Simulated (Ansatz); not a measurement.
The cluster Be₄S₄⁺. Total charge 1; doublet. Geometry PBE-D4/def2-SVP; atoms count from 1.

```xyz
8

Be   -0.483   -0.682    1.293
Be   -1.134    0.573   -0.597
Be    0.829    1.063    0.395
Be    0.751   -0.748   -1.117
S     0.541    1.180   -1.652
S    -1.047   -1.645   -0.490
S     1.539   -1.004    0.816
S    -0.996    1.263    1.351
```

The structure comes from a short search, and lower isomers may exist.

Problem. Estimate the Mulliken populations from the PBE0/def2-TZVP orbitals of Ansatz.

Solution. 
```
atom  charge (e)  spin (α − β)
 Be1        0.20         -0.01
 Be2        0.30          0.01
 Be3        0.30          0.01
 Be4        0.20         -0.01
  S5       -0.03          0.00
  S6        0.03          0.50
  S7        0.03          0.50
  S8       -0.03          0.00
```
Mulliken values depend strongly on the basis.

Problem. Where does the spin sit?

Solution. Summed by element: Be 0.00, S 1.00, of 1 unpaired in all. Largest on single atoms: S7 0.50, S6 0.50, Be3 0.01.

Problem. And the Mayer bond orders between heavy atoms (over 0.3)?

Solution. Be1–S6 0.74 (2.10 Å); Be1–S7 0.74 (2.10 Å); Be1–S8 0.93 (2.01 Å); Be2–S5 0.80 (2.07 Å); Be2–S6 0.60 (2.22 Å); Be2–S8 0.80 (2.07 Å); Be3–S5 0.80 (2.07 Å); Be3–S7 0.59 (2.23 Å); Be3–S8 0.80 (2.07 Å); Be4–S5 0.93 (2.01 Å); Be4–S6 0.74 (2.10 Å); Be4–S7 0.74 (2.10 Å).
